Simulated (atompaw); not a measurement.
## Plane-wave convergence, PAW (atompaw) potential for magnesium (Mg)

```json
{"Element": "magnesium", "Generator": "atompaw 4.2.0.5", "Type": "PAW", "Functional": "LDA (PW92)", "Relativity": "scalar-relativistic", "Frozen core": "[Ne]", "Valence charge": "2", "Reference configuration": "3s1 3p1", "Partial waves": "3s (bound); 3s channel at 1.6 Ry; 3p (bound); 3p channel at 1.75 Ry; 3d channel at -0.1 Ry", "Local potential": "troulliermartins scheme with l = 3 at 0 Ry, radius 2.15 bohr", "Core correction": "smooth core density matched at 2.10 bohr", "Augmentation charge": "sinc compensation charge, radius 2.55 bohr; PAW radius 3.00 bohr; waves and projectors: bloechl"}
```

The pseudo-atom Hamiltonian at the reference potential is diagonalised in spherical Bessel functions j_l(qr) that vanish at 20 bohr, with q² up to the cutoff. All-electron valence levels (Ry): 3s -0.4237, 3p -0.1563.

**Question.** How do the lowest levels (Ry) of each channel move with the cutoff, and are there ghosts?

**Answer.**

```
cutoff (Ry)     s #1     s #2     p #1    p #2    d #1    d #2    f #1    f #2  Σ f·Δε (mRy)
          8  -0.4225  -0.0277  -0.1550  0.0222  0.0277  0.1089  0.0919  0.2085           2.5
         10  -0.4233  -0.0277  -0.1556  0.0221  0.0276  0.1088  0.0919  0.2085           1.2
         12  -0.4234  -0.0277  -0.1560  0.0220  0.0276  0.1087  0.0919  0.2085           0.6
         15  -0.4234  -0.0277  -0.1562  0.0220  0.0276  0.1087  0.0919  0.2085           0.4
         18  -0.4235  -0.0278  -0.1562  0.0220  0.0276  0.1087  0.0919  0.2085           0.2
        400  -0.4237  -0.0278  -0.1563  0.0219  0.0276  0.1087  0.0919  0.2085           0.0
```

Result: no extra level below or beside the all-electron valence levels (s, p, d, f tested); 10 mRy is reached at 6 Ry and 1 mRy at 12 Ry.
